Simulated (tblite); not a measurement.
A tight-binding relaxation on `C=CCC/C=C\[O][GeH3]`.

Computed with GFN2-xTB geometry optimisation, gas phase (tblite 0.8.0). Start geometry: from a force field or distance geometry. The input is one job of a driver script: a line of settings, then coordinates in Å.

Command:
```bash
OMP_NUM_THREADS=1 python probes_run.py task.json out
```

Input:
```
{"job": {"kind": "relax", "xc": "GFN2-xTB", "basis": "xTB"}, "charge": 0, "multiplicity": 1}
C      2.863400    -0.879700    -0.368700
C      2.320400    -0.197800     0.648600
C      0.951500    -0.513500     1.176200
C      0.160000     0.781800     0.998900
C      0.172400     1.098700    -0.433000
C     -1.035000     1.170800    -1.031800
O     -2.184500     0.950000    -0.295600
Ge    -3.201700    -0.485900    -0.649400
H      3.851400    -0.678400    -0.755300
H      2.298200    -1.676900    -0.865600
H      2.878400     0.588200     1.149700
H      1.053700    -0.821400     2.212700
H      0.566000    -1.349200     0.588400
H     -0.865600     0.646500     1.412100
H      0.609800     1.596400     1.638000
H      1.085600     1.270600    -0.973000
H     -1.033300     1.412400    -2.084500
H     -2.458000    -1.811100    -0.330100
H     -4.544100    -0.383300     0.133300
H     -3.493700    -0.533500    -2.174100
```

Output:
```
step      E/eV     max force
  0    -677.38817    2.370
  1    -677.52865    2.041
  2    -677.63458    0.800
  3    -677.72127    0.590
  4    -677.76523    0.708
  5    -677.79159    0.450
  6    -677.81347    0.369
  7    -677.83055    0.455
  8    -677.84577    0.308
  9    -677.85883    0.270
... (102 lines left out)
112    -677.93376    0.056
113    -677.93421    0.053
114    -677.93455    0.051
115    -677.93474    0.032
116    -677.93485    0.025
117    -677.93491    0.020
118    -677.93497    0.019
119    -677.93502    0.016
120    -677.93506    0.012
121    -677.93509    0.009
```

«max force» is the largest atomic force in eV/Å.

Q: From which step on does the largest force stay under 0.1 eV/Å, and how much energy is left to gain from there?

A: From step 87 (0.071 eV/Å), 11.6 meV above the end.

Summary of the converged run: energy lowered by 12.6 kcal/mol over 121 steps; largest atomic force 0.009 eV/Å at the end.

On AMD EPYC 7R43, one thread, no GPU, shared host with 256 logical CPUs at a one-minute load of 24, this took 0.93 s wall.
Labels such as C1 count atoms from 1, the log's own numbers from 0.
